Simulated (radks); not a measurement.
Task: The sulfur ion S4+, [Ne] 3s2. All-electron calculation, non-relativistic Kohn-Sham, LDA (Slater exchange, Perdew-Wang correlation), spin-polarised, spherical densities, point nucleus. Program: a radial shooting solver on a logarithmic mesh with Libxc functionals. Every spin shell is full or empty, so the densities are truly spherical. Functionals are evaluated on that one density, not self-consistently. Rank these exchange functionals by their error against the exact value of the orbitals, and give that value: LDA, B88, PBE, revPBE, PW91, PW86, EV93, TPSS, revTPSS, r2SCAN, Tao-Mo.

Result: Exact: -23.4550 hartree. From best to worst, with 100 (|E| - |E exact|)/|E exact| (equal figures are ties): r2SCAN -0.01, revPBE -0.04, B88 +0.06, Tao-Mo -0.07, PW91 -0.07, TPSS +0.27, revTPSS -0.41, PBE -0.49, PW86 +0.62, EV93 +1.45, LDA -8.17.
